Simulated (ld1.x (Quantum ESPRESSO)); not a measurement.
fluorine: from the effect back to the setting (TM semilocal)

Base potential:

```json
{"Element": "F", "Generator": "ld1.x (Quantum ESPRESSO) 7.5", "Type": "norm-conserving Troullier–Martins (semilocal form)", "Functional": "PBEsol", "Relativity": "scalar-relativistic", "Frozen core": "[He]", "Valence charge": "7", "Reference configuration": "2s2 2p3.5 (charge +1.5)", "Partial waves": "2p (bound): rc 0.90 bohr; 2s (bound): rc 0.75 bohr", "Local potential": "the s channel", "Core correction": "Bessel-smoothed model core inside 0.40 bohr"}
```

Cutoffs, loose and tight: the cutoffs (Ry, on a coarse ladder) from which the occupation-weighted sum of valence levels, in a spherical-Bessel basis at the reference potential, stays within 10 and 1 mRy of its value at 400 Ry. They do not see the model core or the augmentation charge, which bear on the density cutoff. Test errors are all-electron minus pseudo excitation energies from the reference, over the configurations 2s2 2p5; 2s2 2p4; 2s2 2p3; 2s2 2p2; 2s2 2p5.3; 2s1 2p6; 2s2 2p4.5; variants that change the core or the reference have their own tests.

Only the scale of all radii but the core radius (base = 1) is moved:

```json
{"scale of all radii but the core radius (base = 1)": "0.78", "cutoff, loose": "230 Ry", "cutoff, tight": "over 300 Ry", "bound ghosts": "none", "largest test error (meV)": "+8.1"}
{"scale of all radii but the core radius (base = 1)": "0.88", "cutoff, loose": "200 Ry", "cutoff, tight": "300 Ry", "bound ghosts": "none", "largest test error (meV)": "+16"}
{"scale of all radii but the core radius (base = 1)": "1.03", "cutoff, loose": "160 Ry", "cutoff, tight": "260 Ry", "bound ghosts": "none", "largest test error (meV)": "+48"}
{"scale of all radii but the core radius (base = 1)": "1.25", "cutoff, loose": "120 Ry", "cutoff, tight": "200 Ry", "bound ghosts": "none", "largest test error (meV)": "+129"}
{"scale of all radii but the core radius (base = 1)": "1.38", "cutoff, loose": "100 Ry", "cutoff, tight": "160 Ry", "bound ghosts": "none", "largest test error (meV)": "+209"}
```

One more run gave cutoff, loose: 140 Ry; cutoff, tight: 230 Ry; bound ghosts: none; largest test error (meV): +87. Which value of the scale of all radii but the core radius (base = 1) was used?

1.14. The loose cutoff moves one way along this sweep, from 230 Ry at 0.78 to 100 Ry at 1.38, which places the run between 1.03 and 1.25.
